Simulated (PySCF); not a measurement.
Electron correlation in Bi⁻ (bismuth, charge -1)

[Xe] 4f14 5d10 6s2 6p4, high-spin 3P determinant. All numbers are calculated (PySCF 2.14, scalar relativity by spin-free X2C-1e, in aug-cc-pwCVTZ-DK3). Frozen: [Xe] 4f14 5d10; 6 electrons correlated.

MP2 pair energies summed by pair of shells (mhartree):

| pair | energy | share (%) |
| --- | --- | --- |
| 6p-6p | -35.63 | 45.1 |
| 6s-6p | -35.06 | 44.4 |
| 6s-6s | -8.27 | 10.5 |

Total MP2 correlation energy: -78.96 mhartree.

Same-spin part -18.53 and opposite-spin part -60.43 mhartree; SCS-MP2 scales them by 1/3 and 6/5 to -78.70 mhartree.

Spin-orbit coupling is strong in this species, so the high-spin LS determinant is a model state.
